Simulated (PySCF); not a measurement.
A PySCF script (with the pyscf-properties extension) for the NMR shieldings of SMILES CB(B1N(B)[SiH2]CN1)C, C$_{3}$H$_{13}$B$_{3}$N$_{2}$Si, on a GFN2-xTB geometry:

```python
import basis_set_exchange as bse
import numpy as np
from pyscf import gto, dft
from pyscf.prop import nmr

atoms = """
B     1.111204    1.954354    0.385063
N     1.225252    0.603036    0.031023
Si    2.734443   -0.204555   -0.326931
C     1.889905   -1.885353   -0.664679
N     0.480329   -1.602992   -0.450189
B     0.074996   -0.322784   -0.085958
B    -1.497225    0.152910    0.183970
C    -2.411109    0.695912   -0.989311
C    -2.145544    0.082229    1.628491
H     2.083461    2.611553    0.454845
H     0.058913    2.420793    0.611787
H     3.393255    0.348665   -1.515809
H     3.639345   -0.250712    0.827826
H     2.227510   -2.677912    0.011357
H     2.053446   -2.251735   -1.683551
H    -0.140090   -2.386204   -0.584029
H    -3.477531    0.548145   -0.825502
H    -2.158708    0.304326   -1.972920
H    -2.252858    1.774456   -1.040916
H    -2.340157   -0.960925    1.881824
H    -1.469412    0.450774    2.397914
H    -3.089833    0.615404    1.724846
"""
names = dict.fromkeys(["B", "N", "Si", "C", "H"], "pcSseg-1")
basis = {el: gto.basis.parse(bse.get_basis(n, elements=[el], fmt="nwchem")) for el, n in names.items()}
mol = gto.M(atom=atoms, basis=basis, charge=0, verbose=0)
mf = dft.RKS(mol, xc="PBE0")
mf.grids.level = 2
mf.grids.alignment = dft.numint.BLKSIZE   # the property module wants whole blocks of grid points
mf.conv_tol = 1e-9
mf.kernel()

calc = nmr.RKS(mf)   # GIAO
C = mf.mo_coeff
Co = C[:, mf.mo_occ > 0]
resp = mf.gen_response(singlet=True, hermi=2)
def vind(x):   # induced exchange potential for any number of trial vectors
    d = np.einsum("pi,xij,qj->xpq", C, 2 * x.reshape(-1, C.shape[1], Co.shape[1]), Co, optimize=True)
    return np.einsum("xpq,pi,qj->xij", resp(d - d.transpose(0, 2, 1)), C, Co, optimize=True).ravel()
mo1, _ = nmr.rhf.solve_mo1(calc, with_cphf=vind)
sigma = calc.kernel(mo1)
for i, s in enumerate(sigma):   # ppm
    print("%2d %-2s %9.2f" % (i, mol.atom_pure_symbol(i), np.trace(s) / 3))
```

Q: What does it print?

A: 
```
 0 B      51.80
 1 N     100.70
 2 Si    369.37
 3 C     152.97
 4 N     160.45
 5 B      59.92
 6 B      -2.96
 7 C     164.93
 8 C     165.57
 9 H      26.13
10 H      26.56
11 H      26.55
12 H      26.55
13 H      28.67
14 H      28.67
15 H      28.27
16 H      30.39
17 H      30.16
18 H      30.77
19 H      30.91
20 H      30.19
21 H      30.40
```

These numbers come from an equivalent density-fitted implementation of the same equations, which agrees with the script to about 0.01 ppm for H and up to a few tenths of a ppm for heavy atoms, so last digits may differ.

Size and cost of the density-fitted run: 225 basis functions, 32 s wall time on 1 thread of an Intel Xeon 6975P-C, shared host; peak memory 1 GiB.
